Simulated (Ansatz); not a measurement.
Reactions of C4H3F7, SMILES `FC(F)C(F)C(F)C(F)(F)F`.

Computed with Ansatz on PBE0-D4/def2-TZVP structures; ΔE is electronic, products minus reactants. CCSD(T)/CBS adds triple-zeta CCSD(T) − MP2 to the extrapolated MP2 energy (def2 sets, frozen cores). This one scheme is used for every species, atoms too. For atomizations the MP2-based limit and the directly extrapolated one differ by several kJ/mol either way, and by 10 to 25 for some Ge, Se and Sn compounds, so smaller differences from it don't rank the levels. Functionals use def2-TZVPP. No spin–orbit coupling; open shells (•) take unrestricted orbitals. Spin–orbit coupling would lower the free atoms: a little for C, F. Each species was taken in one conformer, which may not be the lowest.

| reaction | PBE0-D4 (kJ/mol) | B2PLYP (kJ/mol) |
| --- | --- | --- |
| `FC(F)[C@H](F)[C@@H](F)C(F)(F)F` + H–F → `FC(F)C(F)C(F)(F)F` + difluoromethane | 29 | 25 |
| `FC(F)[C@H](F)[C@@H](F)C(F)(F)F` → 4 C• + 7 F• + 3 H• | 5825 | 5700 |
| `FC(F)[C@H](F)[C@@H](F)C(F)(F)F` + `OCF` → `FCOC(F)C(F)F` + `FCC(F)(F)F` | 7 | 3 |
| `FC(F)[C@H](F)[C@@H](F)C(F)(F)F` → `FC(F)C(F)(F)CC(F)(F)F` | -47 | -44 |
| `FC(F)[C@H](F)[C@@H](F)C(F)(F)F` → `FCC(F)(F)C(F)(F)C(F)F` | 40 | 40 |
| `FC(F)[C@H](F)[C@@H](F)C(F)(F)F` + H–F → `FC(F)C(F)F` + `FCC(F)(F)F` | 19 | 13 |
| `FC(F)[C@H](F)[C@@H](F)C(F)(F)F` + H₂ → `FCC(F)(F)F` + `FCC(F)F` | -57 | -65 |
| `FC(F)[C@H](F)[C@@H](F)C(F)(F)F` + H–F → `FC(F)C(F)(F)F` + `FCC(F)F` | 22 | 16 |
| `FC(F)[C@H](F)[C@@H](F)C(F)(F)F` → `FC(F)C(F)C(F)(F)F` + `[CH]F` | 406 | 380 |
| `FC(F)[C@H](F)[C@@H](F)C(F)(F)F` → `FCC(F)(C(F)F)C(F)(F)F` | 14 | 15 |

(1) Give the CCSD(T)/CBS values in the same order. (Best estimate.)

Largest T1 diagnostic: 0.018, for `[CH]F`.

Results:

(1) Computed: 40, 5770, 9, -46, 38, 30, -54, 33, 384, 12 kJ/mol.
